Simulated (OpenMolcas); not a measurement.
## OpenMolcas run: W3+

Input:

```
&GATEWAY
Coord
1

W 0.0 0.0 0.0
Basis=ANO-RCC-VTZP
Group=XYZ
NoMove
AngMom=0.0 0.0 0.0
AMFI
&SEWARD
* reference wave functions (RASSCF and RASSI steps not shown): 3 electrons in 5 orbitals (5d)
>>> COPY JOB001 $Project.JobIph
&CASPT2
Multistate=10 1 2 3 4 5 6 7 8 9 10
Frozen=14 9
IPEA=0.25
Imaginary=0.1
MaxIter=60
WThr=0.0 0.3 0.05
PrWF=0.5
NoMix
>>> COPY JOB002 $Project.JobIph
&CASPT2
Multistate=40 1 2 3 4 5 6 7 8 9 10 11 12 13 14 15 16 17 18 19 20 21 22
23 24 25 26 27 28 29 30 31 32 33 34 35 36 37 38 39 40
Frozen=14 9
IPEA=0.25
Imaginary=0.1
MaxIter=60
WThr=0.0 0.3 0.05
PrWF=0.5
NoMix
```

Launched by
```bash
OMP_NUM_THREADS=1 MOLCAS_MEM=1689 MOLCAS_PROJECT=a pymolcas a.inp > a.log  # once for each step of the input, in one work folder
```

Output, cut to the results:

```
--- CASPT2 ---
Orbital specifications:
      -----------------------

      Symmetry species                           1   2
                                                ag  au
      Frozen orbitals                           14   9
      Inactive orbitals                          1  10
      Active orbitals                            5   0
      Secondary orbitals                        31  34
      Deleted orbitals                           0   0
      Number of basis functions                 51  53
Type of calculation                        MS-CASPT2
      Fock operator                              state-specific
      IPEA shift                                 0.25
      Real shift                                 0.00
      Imaginary shift                            0.10
      The input orbitals will be transformed to quasi-canonical
Reference energy:      -16125.6804127381
      E2 (Non-variational):      -1.1096734717
      Shift correction:          -0.0001527507
      E2 (Variational):          -1.1098262223
      Total energy:          -16126.7902389605
      Residual norm:              0.0000001056
      Reference weight:           0.90689
      Contributions to the CASPT2 correlation energy
      Active & Virtual Only:         -0.0141271755
      One Inactive Excited:          -0.1671673207
      Two Inactive Excited:          -0.9283789755
Reference energy:      -16125.6804127381
      E2 (Non-variational):      -1.1097812793
      Shift correction:          -0.0001530833
      E2 (Variational):          -1.1099343626
      Total energy:          -16126.7903471007
      Residual norm:              0.0000001124
      Reference weight:           0.90683
      Contributions to the CASPT2 correlation energy
      Active & Virtual Only:         -0.0141883121
      One Inactive Excited:          -0.1671944807
      Two Inactive Excited:          -0.9283984866
::    CASPT2 Root  1     Total energy: -16126.79023896
::    CASPT2 Root  2     Total energy: -16126.79034710
::    CASPT2 Root  3     Total energy: -16126.78883971
::    CASPT2 Root  4     Total energy: -16126.78824396
::    CASPT2 Root  5     Total energy: -16126.78967981
::    CASPT2 Root  6     Total energy: -16126.78978209
::    CASPT2 Root  7     Total energy: -16126.78952088
::    CASPT2 Root  8     Total energy: -16126.74517506
::    CASPT2 Root  9     Total energy: -16126.74517507
::    CASPT2 Root 10     Total energy: -16126.74517505
::    MS-CASPT2 Root  1     Total energy: -16126.79071672
::    MS-CASPT2 Root  2     Total energy: -16126.79069193
::    MS-CASPT2 Root  3     Total energy: -16126.78998153
::    MS-CASPT2 Root  4     Total energy: -16126.78986486
::    MS-CASPT2 Root  5     Total energy: -16126.78927293
::    MS-CASPT2 Root  6     Total energy: -16126.78840667
::    MS-CASPT2 Root  7     Total energy: -16126.78778720
::    MS-CASPT2 Root  8     Total energy: -16126.74516596
::    MS-CASPT2 Root  9     Total energy: -16126.74515363
::    MS-CASPT2 Root 10     Total energy: -16126.74513627
--- CASPT2 ---
Orbital specifications:
      -----------------------

      Symmetry species                           1   2
                                                ag  au
      Frozen orbitals                           14   9
      Inactive orbitals                          1  10
      Active orbitals                            5   0
      Secondary orbitals                        31  34
      Deleted orbitals                           0   0
      Number of basis functions                 51  53
Type of calculation                        MS-CASPT2
      Fock operator                              state-specific
      IPEA shift                                 0.25
      Real shift                                 0.00
      Imaginary shift                            0.10
      The input orbitals will be transformed to quasi-canonical
Reference energy:      -16125.6234087164
      E2 (Non-variational):      -1.1189470436
      Shift correction:          -0.0004372724
      E2 (Variational):          -1.1193843161
      Total energy:          -16126.7427930325
      Residual norm:              0.0000004461
      Reference weight:           0.89931
      Contributions to the CASPT2 correlation energy
      Active & Virtual Only:         -0.0229479514
      One Inactive Excited:          -0.1656867234
      Two Inactive Excited:          -0.9303123688
Reference energy:      -16125.6234087164
      E2 (Non-variational):      -1.1189603929
      Shift correction:          -0.0004427014
      E2 (Variational):          -1.1194030942
      Total energy:          -16126.7428118107
      Residual norm:              0.0000004255
      Reference weight:           0.89928
      Contributions to the CASPT2 correlation energy
      Active & Virtual Only:         -0.0229701220
      One Inactive Excited:          -0.1656905337
      Two Inactive Excited:          -0.9302997372
::    CASPT2 Root  1     Total energy: -16126.74279303
::    CASPT2 Root  2     Total energy: -16126.74281181
::    CASPT2 Root  3     Total energy: -16126.74292658
::    CASPT2 Root  4     Total energy: -16126.74256485
::    CASPT2 Root  5     Total energy: -16126.74256284
::    CASPT2 Root  6     Total energy: -16126.74243953
::    CASPT2 Root  7     Total energy: -16126.74252161
::    CASPT2 Root  8     Total energy: -16126.74334411
::    CASPT2 Root  9     Total energy: -16126.74309037
::    CASPT2 Root 10     Total energy: -16126.72400775
::    CASPT2 Root 11     Total energy: -16126.72419389
::    CASPT2 Root 12     Total energy: -16126.72616296
::    CASPT2 Root 13     Total energy: -16126.72436640
::    CASPT2 Root 14     Total energy: -16126.72430630
::    CASPT2 Root 15     Total energy: -16126.73744308
::    CASPT2 Root 16     Total energy: -16126.72750666
::    CASPT2 Root 17     Total energy: -16126.72563710
::    CASPT2 Root 18     Total energy: -16126.73816606
::    CASPT2 Root 19     Total energy: -16126.74182977
...
```

Levels above the lowest, from the spin-orbit matrix with the single-state CASPT2 energies, averaged by term, on its diagonal:

| Configuration | Term | J | E (eV) | Measured (eV) | Term weight % | Second |
| --- | --- | --- | --- | --- | --- | --- |
| 5d3 | 4F | 3/2 | 0.0000 | 0.0000 | 88 | 10 2D(1) |
| 5d3 | 4F | 5/2 | 0.447 | 0.4386 | 96 | 4 2D(1) |
| 5d3 | 4F | 7/2 | 0.857 | 0.8362 | 92 | 7 2G |
| 5d3 | 4F | 9/2 | 1.183 | 1.1476 | 74 | 22 2G |
| 5d3 | 4P | 3/2 | 1.363 |  | 46 | 37 2P |
| 5d3 | 4P | 1/2 | 1.562 | 1.4597 | 66 | 34 2P |
| 5d3 | 2G | 7/2 | 1.998 | 1.8921 | 90 | 8 4F |
| 5d3 | 2H | 9/2 | 2.103 |  | 54 | 26 2G |
| 5d3 | 4P | 5/2 | 2.212 | 2.1313 | 91 | 6 2D(1) |
| 5d3 | 2D(1) | 3/2 | 2.447 |  | 44 | 44 4P |
| 5d3 | 2P | 1/2 | 2.479 | 2.2769 | 66 | 34 4P |
| 5d3 | 2H | 11/2 | 2.870 | 2.7553 | 100 |  |
| 5d3 | 2D(1) | 5/2 | 3.031 | 2.8227 | 89 | 6 4P |
| 5d3 | 2G | 9/2 | 3.122 |  | 53 | 42 2H |
| 5d3 | 2P | 3/2 | 3.379 |  | 53 | 33 2D(1) |
| 5d3 | 2F | 5/2 | 3.777 | 3.4638 | 90 | 8 2D(2) |
| 5d3 | 2F | 7/2 | 3.781 | 3.5227 | 97 | 3 2G |
| 5d3 | 2D(2) | 5/2 | 5.757 | 5.3669 | 89 | 8 2F |
| 5d3 | 2D(2) | 3/2 | 5.766 | 5.4233 | 98 |  |

Against the 13 measured excited levels shown (the list in J. Phys. B 45, 035001 (2012)) the mean absolute deviation is 1400 cm-1; the largest miss in energy is 5d3 2D 5/2(2): computed 5.757, measured 5.3669 eV (+7.3 %), and the largest in proportion 5d3 2F 5/2 (+9.0 %).

Term energies are means over components that CASPT2 splits; among the terms shown or strongly mixed into the levels shown the widest spread is 1800 cm-1 (5d3 2H). The CASPT2 spread within a term exceeds the gap to the next term for 5d3 2G and 5d3 2P, 5d3 2H and 5d3 2D(1), so the order of their levels is uncertain. Measured partners are found by configuration, term and J. A level has none where our copy of the source lacks it or the pairing is in doubt (some pairs that miss far off the trend of their configuration count as doubtful), and it then counts in no deviation. Levels of configurations outside the active space are missing.

The CASPT2 steps took 33 s on 1 thread of Arm Neoverse V1 (shared host); the integral step is not counted.

The term weight is that of the spin-free term in the level, not the purity of its configuration. A number in round brackets counts repeated terms of one configuration in the order of the reference energies.
